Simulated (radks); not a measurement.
The numbers below are computed, except where a source is named.
Coulomb parameter of the 3d shell of neutral cobalt in the model configuration [Ar] 3d5 4s2 4p2, as a second difference U = [E(n + 0.5) + E(n - 0.5) - 2 E(n)] / (0.5)^2 with all orbitals relaxed. "Bare": the charge of the atom changes with n. "Screened": the 4p shell takes up the change at fixed total charge, which measures U(3d,3d) + U(4p,4p) - 2 U(3d,4p). Code: a radial shooting solver on a logarithmic mesh with Libxc functionals. Model: scalar-relativistic Kohn-Sham, LDA (Slater exchange, Perdew-Wang correlation), spin-unpolarised, spherical densities, point nucleus.

case	configuration	E - E(n) (eV)
start	[Ar] 3d5 4s2 4p2	0.000
bare +0.5	[Ar] 3d5.5 4s2 4p2	-9.727
bare -0.5	[Ar] 3d4.5 4s2 4p2	13.510
screened +0.5	[Ar] 3d5.5 4s2 4p1.5	-8.728
screened -0.5	[Ar] 3d4.5 4s2 4p2.5	10.435

U(bare) = 15.133 eV, U(screened by 4p) = 6.830 eV, against the Slater integral F0(3d,3d) = 27.496 eV with frozen orbitals. The step up makes a negative ion, whose loosely bound charge lowers the bare value.
